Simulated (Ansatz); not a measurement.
CrN(OH)3 (CrNO3H3). Charge 0, multiplicity 1. Geometry B3LYP-D4/def2-SVP; atoms count from 1.

```xyz
8

Cr    0.0206    0.0343    0.0054
N    -0.7446   -1.2388   -0.1938
O     1.6860   -0.2814   -0.4099
H     1.9402   -1.1675   -0.7037
O    -0.1394    0.4883    1.6829
H    -0.6593   -0.0714    2.2766
O    -0.6777    1.2389   -1.0468
H    -1.4259    0.9975   -1.6107
```

The restricted singlet is unstable towards broken spin symmetry in Hartree–Fock (as tested in another run); at PBE0-D4/def2-TZVP this wasn't settled.

Question: Estimate the Mulliken populations from the PBE0/def2-TZVP orbitals of Ansatz.

Answer: 
| atom | charge (e) | d electrons |
| --- | --- | --- |
| Cr1 | 1.29 | 4.23 |
| N2 | -0.38 | – |
| O3 | -0.64 | – |
| H4 | 0.34 | – |
| O5 | -0.64 | – |
| H6 | 0.34 | – |
| O7 | -0.64 | – |
| H8 | 0.34 | – |
Mulliken values depend strongly on the basis.

Question: And the Mayer bond orders between heavy atoms (over 0.3)?

Answer: Cr1–N2 2.73 (1.50 Å); Cr1–O3 0.97 (1.75 Å); Cr1–O5 0.97 (1.75 Å); Cr1–O7 0.97 (1.75 Å).
